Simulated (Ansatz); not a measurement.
Stepwise reaction of `C[CH2][Al]([SH])[SH]` with water, as a gas-phase model of exchange steps in deposition or etching. ΔE in kJ/mol; ΔG adds harmonic PBE0-D4 terms to CCSD(T)/CBS, at 1 bar.

Calculated with Ansatz (gas phase, PBE0-D4/def2-TZVP geometries, no zero-point term in ΔE). CBS: MP2 limit from def2 TZ/QZ plus the TZ coupled-cluster correction, frozen cores. This one scheme is used for every species. Functionals use def2-TZVPP. B3LYP here is the variant with VWN-RPA as its local correlation; programs differ in this. One conformer a species, not always the lowest.

```
step                                                     reaction  PBE-D4  B3LYP-D4  ωB97M-V  CCSD(T)/CBS  ΔG(500 K)
   1  `C[CH2][Al]([SH])[SH]` + H₂O → `C[CH2][Al]([OH])[SH]` + H₂S   -13.0     -24.3    -22.4        -17.5      -27.4
   2  `C[CH2][Al]([OH])[SH]` + H₂O → `C[CH2][Al]([OH])[OH]` + H₂S   -14.1     -24.7    -22.9        -19.0      -26.8
```

Q: By hand: ΔE of the 2 steps together at CCSD(T)/CBS.

A: (-17.5) + (-19.0) = -36.5 kJ/mol, or -18.2 kJ/mol a step.

In ΔE the steps differ by no more than 1.5 kJ/mol. All are downhill at CCSD(T)/CBS. ΔG lies between -27.4 and -26.8 kJ/mol a step. PBE-D4 differs from CCSD(T)/CBS by 4.5 to 4.9 kJ/mol a step. Only this route is followed, and other bonds may react first. Isolated molecules leave out the surface, adducts and barriers. Largest T1 diagnostic: 0.011.
